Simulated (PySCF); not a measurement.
Spinor energies of Ag(3+) (silver, charge +3)

Start: [Kr] 4d8; 4d3/2 filled at m_j = -3/2, -1/2, +1/2, +3/2; 4d5/2 filled at m_j = -1/2, +1/2, +3/2, +5/2. Calculated with PySCF 2.14 in x2c-QZVPPall-2c: generalised Hartree-Fock with the X2C-1e Hamiltonian and a Gaussian nucleus; one run each with spin-orbit coupling (SO) switched off, then screened by Boettger's factors.

```
spinor shell  electrons  ε, spin-free (eV)  ε, screened SO (eV)  weight of nominal j (screened SO)  rms radius, screened SO (bohr)
       1s1/2          2           -25685.8             -25684.0                              1.000                          0.0357
       2s1/2          2            -3902.2              -3901.6                              1.000                           0.146
       2p1/2          2            -3497.2              -3618.8                              1.000                           0.127
       2p3/2          4            -3497.2              -3441.1                              1.000                           0.131
       3s1/2          2            -784.94              -784.73                              1.000                           0.392
       3p1/2          2            -648.54              -670.71                              1.000                           0.387
       3d3/2          4            -434.04              -438.05                              0.997                           0.374
       3d5/2          6            -434.04              -431.11                              0.998                           0.377
       4s1/2          2            -155.04              -154.97                              1.000                           0.970
       4p1/2          2            -112.67              -117.89                              0.953                            1.04
       4p3/2          4            -112.67              -110.14                              0.976                            1.07
       4d3/2          4            -51.890              -52.408                              0.707                            1.34
       4d5/2          4            -51.890              -51.399                              0.740                            1.35
```

Where does 3p3/2 lie, and what is the 3p spin-orbit splitting (screened SO)?

At -638.16 eV, 32.541 eV above 3p1/2.

```json
{"quantity": "E (hartree)", "spin-free": "-5310.22287", "screened SO": "-5311.22469"}
{"quantity": "M_J", "spin-free": "4", "screened SO": "4"}
{"quantity": "⟨J²⟩", "spin-free": "20.008", "screened SO": "20.009"}
{"quantity": "⟨L²⟩", "spin-free": "12.007", "screened SO": "12.083"}
{"quantity": "⟨S²⟩", "spin-free": "2.001", "screened SO": "1.999"}
```

Each row is a mean over spinors that exchange with the open shell spreads, by up to 8.735 eV (4p3/2).

Rows whose weight is well below 1 are mixtures of j = l ± 1/2: exchange outweighs spin-orbit coupling there, and the label is only the starting occupation.

Breit and QED terms are absent; they matter most for the inner s and p1/2 levels.

Densities and radii are taken from the X2C orbitals without a picture-change correction, which distorts them close to the nucleus.

Without spin-orbit coupling the j labels of p, d and f shells carry no meaning; the spin-free column gives the mean over the occupied spinors of each nl shell.
